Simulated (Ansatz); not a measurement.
Program: Ansatz. Geometries: PBE0-D4/def2-TZVP. ΔE: electronic, gas phase. CCSD(T)/CBS is the MP2 limit (def2-TZVPP, def2-QZVPP) plus CCSD(T) − MP2 in def2-TZVPP, frozen cores. This one scheme is used for every species. DFT in def2-TZVPP. For Ga, Se outer-core shells are correlated without core-valence functions, which leaves a few kJ/mol of doubt a bond. Scalar relativity is left out up to krypton. One conformer a species, not always the lowest.

Consider the formal exchange of groups at the Se–Si bond: `F[SiH](F)[SeH]` + `[F][GaH][SH]` → `[F][Ga]([SH])[SeH]` + `F[SiH2]F`.

`F[SiH](F)[SeH]`:

Z-matrix (Å, degrees):
```
Si
F 1 1.585
Se 1 2.247 2 111.4
F 1 1.585 2 105.4 3 120.9
H 1 1.472 2 109.5 3 -121.3
H 3 1.470 1 91.5 2 58.6
```

`[F][GaH][SH]`:

Z-matrix (Å, degrees):
```
Ga
F 1 1.756
S 1 2.183 2 113.1
H 1 1.547 2 118.7 3 180.0
H 3 1.345 1 92.1 2 -0.0
```

`[F][Ga]([SH])[SeH]`:

Z-matrix (Å, degrees):
```
Ga
S 1 2.184
Se 1 2.303 2 127.9
F 1 1.752 2 116.2 3 -180.0
H 2 1.345 1 91.7 3 180.0
H 3 1.470 1 91.0 2 0.0
```

`F[SiH2]F`:

```xyz
5

F     1.339   -0.686    0.388
Si   -0.012    0.018   -0.050
F    -0.960    0.092    1.219
H     0.297    1.393   -0.484
H    -0.665   -0.817   -1.074
```

| level | ΔE (kJ/mol) | difference from CCSD(T)/CBS |
| --- | --- | --- |
| LDA (SPW92) | -25.3 | 13.9 |
| PBE-D4 | -31.7 | 7.5 |
| r2SCAN-D4 | -33.8 | 5.4 |
| ωB97M-V | -32.9 | 6.3 |
| PBE0 | -34.7 | 4.5 |
| r2SCAN0 | -36.0 | 3.2 |
| LC-ωPBE | -31.3 | 7.9 |
| HF/def2-QZVPP | -46.6 | -7.4 |
| MP2/def2-QZVPP | -41.8 | -2.6 |
| MP2/CBS(def2) | -40.8 | -1.6 |
| CCSD(T)/CBS | -39.2 | 0 |

Largest T1 diagnostic among the species: 0.014.

From BLYP to BHLYP (50 % exact exchange), in def2-TZVPP and without D4, ΔE moves by −3.9 kJ/mol. In def2-TZVPP, CCSD(T) changes the Hartree–Fock value by +5.2 kJ/mol (the triples alone add +0.3 kJ/mol) and MP2 by +3.6 kJ/mol.
